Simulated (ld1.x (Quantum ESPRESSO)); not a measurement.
Pseudopotential generation for B (Z = 5): TM, LDA (PZ), fully relativistic.

```json
{
  "Element": "boron (B)",
  "Generator": "ld1.x (Quantum ESPRESSO) 7.5",
  "Type": "norm-conserving Troullier–Martins (Kleinman–Bylander form)",
  "Functional": "LDA (PZ)",
  "Relativity": "fully relativistic",
  "Frozen core": "[He]",
  "Valence charge": "3",
  "Reference configuration": "2s2 2p1",
  "Partial waves": "2s (bound): rc 1.10 bohr; 3d channel at 0.3 Ry: rc 2.45 bohr; 2p (bound): rc 2.75 bohr",
  "Local potential": "the p channel",
  "Core correction": "Bessel-smoothed model core inside 0.65 bohr"
}
```

Open shells are filled in proportion to 2j + 1 (rel_dist='average').

Task: Estimate the cutoffs (Ry, on a coarse ladder) from which the occupation-weighted sum of valence levels, in a spherical-Bessel basis at the reference potential, stays within 10 and 1 mRy of its value at 400 Ry.

Result: 21 Ry and 70 Ry.

Task: Does the potential have ghost states?

Result: No extra level below or beside the all-electron valence levels (s, d3/2, d5/2, p1/2, p3/2, f tested).

Task: Which valence shell sets the plane-wave cutoff?

Result: 2s: its level needs 55 Ry to come within 1 mRy, against 18 Ry for 2p.

Task: Tests: 2s2 2p0; 2s1 2p0; 2s2 2p0.5; 2s0 2p3; 2s2 2p1.3; 2s1 2p2; 2s1 2p1. Which has the largest error in its energy relative to the reference configuration, and how large is it?

Result: 2s1 2p0, with +180 meV (all-electron minus pseudo) on +33.63 eV.
